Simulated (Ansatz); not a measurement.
Wavefunction ladder for C$_{4}$H$_{9}$B, SMILES `CCB1CC1`

```xyz
14

C    -1.261   -1.236    0.829
C    -0.358   -1.187   -0.418
B     0.377    0.174   -0.403
C     0.391    1.666   -0.729
C     1.526    1.039    0.111
H    -1.997   -0.429    0.822
H    -0.678   -1.148    1.748
H    -1.807   -2.181    0.872
H     0.342   -2.027   -0.380
H    -0.979   -1.307   -1.311
H    -0.290    2.345   -0.223
H     0.643    2.005   -1.730
H     1.582    1.312    1.162
H     2.508    0.975   -0.350
```

Total charge 0; spin multiplicity 1. All single points use the PBE0-D4/def2-TZVP geometry. It is one conformer, not always the lowest. Frozen core, restricted reference, Ansatz 0.2.0. CBS rows extrapolate triple and quadruple zeta; past MP2 they add the triple-zeta difference.

```
     basis     HF (Eh)  MP2 corr.
def2-TZVPP  -181.41419   -0.78480
def2-QZVPP  -181.42261   -0.83373
```

Estimate the CCSD correlation energy and the (T) correction in each basis where they were run (hartree).


```json
{"basis": "def2-TZVPP", "CCSD corr.": "-0.83639", "(T)": "-0.03392"}
{"basis": "CBS(def2)", "CCSD corr.": "-0.92156", "(T)": "as TZ"}
```
